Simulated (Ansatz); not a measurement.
Harmonic vibrations of `C[O][In]([NH2])[NH2]` by finite differences.

```yaml
crystal:
  periodic: [false, false, false]
  atoms:
    - {symbol: C, position_ang: [-1.823631, 0.718162, 1.001834]}
    - {symbol: O, position_ang: [-1.369905, -0.337870, 0.204322]}
    - {symbol: In, position_ang: [0.522455, -0.453312, -0.401181]}
    - {symbol: N, position_ang: [1.768395, 0.963249, 0.319414]}
    - {symbol: N, position_ang: [0.971972, -2.170677, -1.348994]}
    - {symbol: H, position_ang: [-1.271049, 0.811986, 1.948439]}
    - {symbol: H, position_ang: [-1.771951, 1.692829, 0.492490]}
    - {symbol: H, position_ang: [-2.875789, 0.544478, 1.256544]}
    - {symbol: H, position_ang: [2.613807, 1.137791, -0.204973]}
    - {symbol: H, position_ang: [1.331497, 1.849353, 0.531899]}
    - {symbol: H, position_ang: [1.726161, -2.131835, -2.019740]}
    - {symbol: H, position_ang: [0.178047, -2.624145, -1.780053]}
basis:
  gaussian: {orbitals: def2-TZVP}
hamiltonian: {xc: pbe0, dispersion: d4}
phonons: {temperatures: {t_min: 298.15, t_max: 900, t_step: 200}}
```

```sh
$ ansatz run in.yaml --threads 4 --pin off --events-out ev --progress --plain --max-ram 10444MiB
```

Shortened log:

```
Functional definition: PBE0
mean field -11347.93938103 eV, -417.0290803434 hartree, gradient 2.4e-5 eV, S^2 0.000000; 0 other end points of the search recorded, 0 dependent functions left out
mean field -11347.93920013 eV, -417.0290736955 hartree, gradient 1.9e-6 eV, S^2 0.000000; 0 other end points of the search recorded, 0 dependent functions left out
mean field -11347.93922368 eV, -417.0290745609 hartree, gradient 1.9e-6 eV, S^2 0.000000; 0 other end points of the search recorded, 0 dependent functions left out
mean field -11347.93923520 eV, -417.0290749843 hartree, gradient 1.9e-6 eV, S^2 0.000000; 0 other end points of the search recorded, 0 dependent functions left out
mean field -11347.93922312 eV, -417.0290745402 hartree, gradient 1.9e-6 eV, S^2 0.000000; 0 other end points of the search recorded, 0 dependent functions left out
mean field -11347.93922965 eV, -417.0290747802 hartree, gradient 1.9e-6 eV, S^2 0.000000; 0 other end points of the search recorded, 0 dependent functions left out
mean field -11347.93921614 eV, -417.0290742835 hartree, gradient 1.9e-6 eV, S^2 0.000000; 0 other end points of the search recorded, 0 dependent functions left out
mean field -11347.93927051 eV, -417.0290762817 hartree, gradient 1.9e-6 eV, S^2 0.000000; 0 other end points of the search recorded, 0 dependent functions left out
mean field -11347.93934130 eV, -417.0290788832 hartree, gradient 1.9e-6 eV, S^2 0.000000; 0 other end points of the search recorded, 0 dependent functions left out
mean field -11347.93931368 eV, -417.0290778683 hartree, gradient 1.9e-6 eV, S^2 0.000000; 0 other end points of the search recorded, 0 dependent functions left out
mean field -11347.93930801 eV, -417.0290776598 hartree, gradient 1.9e-6 eV, S^2 0.000000; 0 other end points of the search recorded, 0 dependent functions left out
mean field -11347.93934104 eV, -417.0290788736 hartree, gradient 1.9e-6 eV, S^2 0.000000; 0 other end points of the search recorded, 0 dependent functions left out
mean field -11347.93932021 eV, -417.0290781084 hartree, gradient 1.9e-6 eV, S^2 0.000000; 0 other end points of the search recorded, 0 dependent functions left out
mean field -11347.93930497 eV, -417.0290775482 hartree, gradient 1.9e-6 eV, S^2 0.000000; 0 other end points of the search recorded, 0 dependent functions left out
mean field -11347.93930396 eV, -417.0290775109 hartree, gradient 1.9e-6 eV, S^2 0.000000; 0 other end points of the search recorded, 0 dependent functions left out
mean field -11347.93930385 eV, -417.0290775071 hartree, gradient 1.9e-6 eV, S^2 0.000000; 0 other end points of the search recorded, 0 dependent functions left out
mean field -11347.93930644 eV, -417.0290776022 hartree, gradient 1.9e-6 eV, S^2 0.000000; 0 other end points of the search recorded, 0 dependent functions left out
mean field -11347.93934083 eV, -417.0290788659 hartree, gradient 1.9e-6 eV, S^2 0.000000; 0 other end points of the search recorded, 0 dependent functions left out
mean field -11347.93935139 eV, -417.0290792542 hartree, gradient 1.9e-6 eV, S^2 0.000000; 0 other end points of the search recorded, 0 dependent functions left out
mean field -11347.93926927 eV, -417.0290762363 hartree, gradient 1.9e-6 eV, S^2 0.000000; 0 other end points of the search recorded, 0 dependent functions left out
mean field -11347.93918373 eV, -417.0290730927 hartree, gradient 1.9e-6 eV, S^2 0.000000; 0 other end points of the search recorded, 0 dependent functions left out
mean field -11347.93925137 eV, -417.0290755785 hartree, gradient 1.9e-6 eV, S^2 0.000000; 0 other end points of the search recorded, 0 dependent functions left out
mean field -11347.93919868 eV, -417.0290736419 hartree, gradient 1.9e-6 eV, S^2 0.000000; 0 other end points of the search recorded, 0 dependent functions left out
mean field -11347.93934581 eV, -417.0290790491 hartree, gradient 1.9e-6 eV, S^2 0.000000; 0 other end points of the search recorded, 0 dependent functions left out
mean field -11347.93931243 eV, -417.0290778224 hartree, gradient 1.9e-6 eV, S^2 0.000000; 0 other end points of the search recorded, 0 dependent functions left out
mean field -11347.93921788 eV, -417.0290743477 hartree, gradient 1.9e-6 eV, S^2 0.000000; 0 other end points of the search recorded, 0 dependent functions left out
mean field -11347.93919153 eV, -417.0290733793 hartree, gradient 1.9e-6 eV, S^2 0.000000; 0 other end points of the search recorded, 0 dependent functions left out
mean field -11347.93926565 eV, -417.0290761032 hartree, gradient 1.9e-6 eV, S^2 0.000000; 0 other end points of the search recorded, 0 dependent functions left out
mean field -11347.93934835 eV, -417.0290791424 hartree, gradient 1.9e-6 eV, S^2 0.000000; 0 other end points of the search recorded, 0 dependent functions left out
mean field -11347.93924746 eV, -417.0290754347 hartree, gradient 1.9e-6 eV, S^2 0.000000; 0 other end points of the search recorded, 0 dependent functions left out
mean field -11347.93928669 eV, -417.0290768763 hartree, gradient 1.9e-6 eV, S^2 0.000000; 0 other end points of the search recorded, 0 dependent functions left out
mean field -11347.93933155 eV, -417.0290785251 hartree, gradient 1.9e-6 eV, S^2 0.000000; 0 other end points of the search recorded, 0 dependent functions left out
mean field -11347.93935555 eV, -417.0290794068 hartree, gradient 1.9e-6 eV, S^2 0.000000; 0 other end points of the search recorded, 0 dependent functions left out
mean field -11347.93936375 eV, -417.0290797083 hartree, gradient 1.9e-6 eV, S^2 0.000000; 0 other end points of the search recorded, 0 dependent functions left out
mean field -11347.93936440 eV, -417.0290797320 hartree, gradient 1.9e-6 eV, S^2 0.000000; 0 other end points of the search recorded, 0 dependent functions left out
mean field -11347.93930566 eV, -417.0290775735 hartree, gradient 1.9e-6 eV, S^2 0.000000; 0 other end points of the search recorded, 0 dependent functions left out
mean field -11347.93930675 eV, -417.0290776134 hartree, gradient 1.9e-6 eV, S^2 0.000000; 0 other end points of the search recorded, 0 dependent functions left out
mean field -11347.93935656 eV, -417.0290794442 hartree, gradient 1.9e-6 eV, S^2 0.000000; 0 other end points of the search recorded, 0 dependent functions left out
mean field -11347.93937535 eV, -417.0290801347 hartree, gradient 1.9e-6 eV, S^2 0.000000; 0 other end points of the search recorded, 0 dependent functions left out
mean field -11347.93930063 eV, -417.0290773886 hartree, gradient 1.9e-6 eV, S^2 0.000000; 0 other end points of the search recorded, 0 dependent functions left out
mean field -11347.93930623 eV, -417.0290775945 hartree, gradient 1.9e-6 eV, S^2 0.000000; 0 other end points of the search recorded, 0 dependent functions left out
mean field -11347.93934994 eV, -417.0290792007 hartree, gradient 1.9e-6 eV, S^2 0.000000; 0 other end points of the search recorded, 0 dependent functions left out
mean field -11347.93934074 eV, -417.0290788625 hartree, gradient 1.9e-6 eV, S^2 0.000000; 0 other end points of the search recorded, 0 dependent functions left out
mean field -11347.93928694 eV, -417.0290768855 hartree, gradient 1.9e-6 eV, S^2 0.000000; 0 other end points of the search recorded, 0 dependent functions left out
mean field -11347.93928911 eV, -417.0290769653 hartree, gradient 1.9e-6 eV, S^2 0.000000; 0 other end points of the search recorded, 0 dependent functions left out
mean field -11347.93936394 eV, -417.0290797153 hartree, gradient 1.9e-6 eV, S^2 0.000000; 0 other end points of the search recorded, 0 dependent functions left out
mean field -11347.93935910 eV, -417.0290795374 hartree, gradient 1.9e-6 eV, S^2 0.000000; 0 other end points of the search recorded, 0 dependent functions left out
mean field -11347.93936293 eV, -417.0290796781 hartree, gradient 1.9e-6 eV, S^2 0.000000; 0 other end points of the search recorded, 0 dependent functions left out
mean field -11347.93936034 eV, -417.0290795829 hartree, gradient 1.9e-6 eV, S^2 0.000000; 0 other end points of the search recorded, 0 dependent functions left out
mean field -11347.93928932 eV, -417.0290769729 hartree, gradient 1.9e-6 eV, S^2 0.000000; 0 other end points of the search recorded, 0 dependent functions left out
mean field -11347.93926766 eV, -417.0290761769 hartree, gradient 1.9e-6 eV, S^2 0.000000; 0 other end points of the search recorded, 0 dependent functions left out
mean field -11347.93936731 eV, -417.0290798390 hartree, gradient 1.9e-6 eV, S^2 0.000000; 0 other end points of the search recorded, 0 dependent functions left out
mean field -11347.93936011 eV, -417.0290795743 hartree, gradient 1.9e-6 eV, S^2 0.000000; 0 other end points of the search recorded, 0 dependent functions left out
mean field -11347.93933601 eV, -417.0290786888 hartree, gradient 1.9e-6 eV, S^2 0.000000; 0 other end points of the search recorded, 0 dependent functions left out
mean field -11347.93934739 eV, -417.0290791070 hartree, gradient 1.9e-6 eV, S^2 0.000000; 0 other end points of the search recorded, 0 dependent functions left out
mean field -11347.93934506 eV, -417.0290790215 hartree, gradient 1.9e-6 eV, S^2 0.000000; 0 other end points of the search recorded, 0 dependent functions left out
mean field -11347.93934030 eV, -417.0290788465 hartree, gradient 1.9e-6 eV, S^2 0.000000; 0 other end points of the search recorded, 0 dependent functions left out
mean field -11347.93928013 eV, -417.0290766351 hartree, gradient 1.9e-6 eV, S^2 0.000000; 0 other end points of the search recorded, 0 dependent functions left out
mean field -11347.93926226 eV, -417.0290759785 hartree, gradient 1.9e-6 eV, S^2 0.000000; 0 other end points of the search recorded, 0 dependent functions left out
mean field -11347.93937025 eV, -417.0290799472 hartree, gradient 1.9e-6 eV, S^2 0.000000; 0 other end points of the search recorded, 0 dependent functions left out
mean field -11347.93937010 eV, -417.0290799415 hartree, gradient 1.9e-6 eV, S^2 0.000000; 0 other end points of the search recorded, 0 dependent functions left out
mean field -11347.93929917 eV, -417.0290773350 hartree, gradient 1.9e-6 eV, S^2 0.000000; 0 other end points of the search recorded, 0 dependent functions left out
mean field -11347.93928989 eV, -417.0290769941 hartree, gradient 1.9e-6 eV, S^2 0.000000; 0 other end points of the search recorded, 0 dependent functions left out
mean field -11347.93937129 eV, -417.0290799852 hartree, gradient 1.9e-6 eV, S^2 0.000000; 0 other end points of the search recorded, 0 dependent functions left out
mean field -11347.93937362 eV, -417.0290800711 hartree, gradient 1.9e-6 eV, S^2 0.000000; 0 other end points of the search recorded, 0 dependent functions left out
mean field -11347.93931159 eV, -417.0290777913 hartree, gradient 1.9e-6 eV, S^2 0.000000; 0 other end points of the search recorded, 0 dependent functions left out
mean field -11347.93932184 eV, -417.0290781681 hartree, gradient 1.9e-6 eV, S^2 0.000000; 0 other end points of the search recorded, 0 dependent functions left out
mean field -11347.93928283 eV, -417.0290767346 hartree, gradient 1.9e-6 eV, S^2 0.000000; 0 other end points of the search recorded, 0 dependent functions left out
mean field -11347.93929203 eV, -417.0290770728 hartree, gradient 1.9e-6 eV, S^2 0.000000; 0 other end points of the search recorded, 0 dependent functions left out
mean field -11347.93934402 eV, -417.0290789831 hartree, gradient 1.9e-6 eV, S^2 0.000000; 0 other end points of the search recorded, 0 dependent functions left out
mean field -11347.93935075 eV, -417.0290792304 hartree, gradient 1.9e-6 eV, S^2 0.000000; 0 other end points of the search recorded, 0 dependent functions left out
mean field -11347.93934535 eV, -417.0290790320 hartree, gradient 1.9e-6 eV, S^2 0.000000; 0 other end points of the search recorded, 0 dependent functions left out
mean field -11347.93935258 eV, -417.0290792978 hartree, gradient 1.9e-6 eV, S^2 0.000000; 0 other end points of the search recorded, 0 dependent functions left out
Total energy: -11348.12125551 eV, -417.0357641073 hartree
Atom 0 at    -1.823631     0.718162     1.001834 Å, force     0.000011     0.000188     0.000370 eV/Å
Atom 1 at    -1.369905    -0.337870     0.204322 Å, force    -0.000556     0.000985     0.000604 eV/Å
Atom 2 at     0.522455    -0.453312    -0.401181 Å, force     0.000107    -0.000273     0.000447 eV/Å
Atom 3 at     1.768395     0.963249     0.319414 Å, force    -0.000104     0.000547    -0.000360 eV/Å
Atom 4 at     0.971972    -2.170677    -1.348994 Å, force     0.000147     0.000152    -0.001228 eV/Å
Atom 5 at    -1.271049     0.811986     1.948439 Å, force    -0.001537    -0.000059    -0.002025 eV/Å
Atom 6 at    -1.771951     1.692829     0.492490 Å, force    -0.000105    -0.001912     0.001273 eV/Å
Atom 7 at    -2.875789     0.544478     1.256544 Å, force     0.002190     0.000655    -0.000382 eV/Å
Atom 8 at     2.613807     1.137791    -0.204973 Å, force     0.000000    -0.000111     0.000078 eV/Å
Atom 9 at     1.331497     1.849353     0.531899 Å, force     0.000109    -0.000165     0.000112 eV/Å
Atom 10 at     1.726161    -2.131835    -2.019740 Å, force    -0.000279    -0.000065     0.000680 eV/Å
Atom 11 at     0.178047    -2.624145    -1.780053 Å, force     0.000017     0.000059     0.000431 eV/Å
Dipole moment:     0.280740     0.308282    -0.393325 e Å
Vibrations: 44.72 79.69 88.14 108.32 156.29 220.14 220.58 266.50 429.31 457.04 531.08 600.05 627.61 767.14 814.66 1126.43 1174.64 1191.74 1476.80 1492.57 1493.71 1551.22 1561.47 2963.29 3008.23 3053.42 3561.09 3562.09 3662.01 3662.54 cm⁻¹, zero-point energy 2.476743 eV
```

It took 3.6 min on 4 threads of an Arm Neoverse V1 on a shared host, with 0.67 GiB of host memory at the peak.
